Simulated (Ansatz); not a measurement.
Molecule: CH₇ClFNSi₂, net charge 0, singlet state. SMILES: C[Si](F)(Cl)N[SiH3]
Structure (B3LYP-D3(BJ)/def2-TZVP (Ansatz, an electronic-structure program) minimum search):
```
N
H 1 1.0118
Si 1 1.7047 2 114.43
F 3 1.6019 1 111.23 2 -94.28
Si 1 1.7363 2 115.82 3 -174.59
H 5 1.4785 1 107.04 2 174.75
H 5 1.4812 6 109.63 1 120.95
H 5 1.4820 6 109.39 7 118.27
C 3 1.8457 4 107.51 1 125.32
H 9 1.0905 3 110.66 4 176.46
H 9 1.0907 10 108.57 3 121.08
H 9 1.0914 10 108.49 11 117.31
Cl 3 2.0624 4 105.64 1 -115.79
```
Charge 0, spin multiplicity 1.

Quantity: vertical ionisation energy (to the doublet state of charge +1; each state is the SCF solution reached for its spin), in eV. Correlated levels leave the core frozen unless marked. UHF or UKS for open shells. No spin-orbit coupling. No relativistic terms. Basis-set limits of correlation are two-point, X^-3; Hartree-Fock from the larger set. The bracket is a focal-point correction in the basis named.

```csv
level,program,vertical ionisation energy (eV)
SVWN5/def2-TZVPD,Ansatz,(withheld)
PBE/def2-TZVPD,Ansatz,(withheld)
B3LYP/def2-TZVPD,Ansatz,10.01
CAM-B3LYP/def2-TZVPD,Ansatz,(withheld)
wB97X-V/def2-TZVPD,Ansatz,(withheld)
SCS-MP2/aug-cc-pV(D+d)Z,Ansatz,10.45
SCS-MP2/aug-cc-pV(T+d)Z,Ansatz,10.61
"RI-MP2/CBS(aug-cc-pV(T+d)Z,aug-cc-pV(Q+d)Z)+[CCSD(T)-MP2]/aug-cc-pV(T+d)Z",Ansatz,10.49
```

### Question
Complete the blanks.

### Answer

- SVWN5/def2-TZVPD, vertical ionisation energy (eV): 9.78
- PBE/def2-TZVPD, vertical ionisation energy (eV): 9.63
- CAM-B3LYP/def2-TZVPD, vertical ionisation energy (eV): 10.25
- wB97X-V/def2-TZVPD, vertical ionisation energy (eV): 10.31
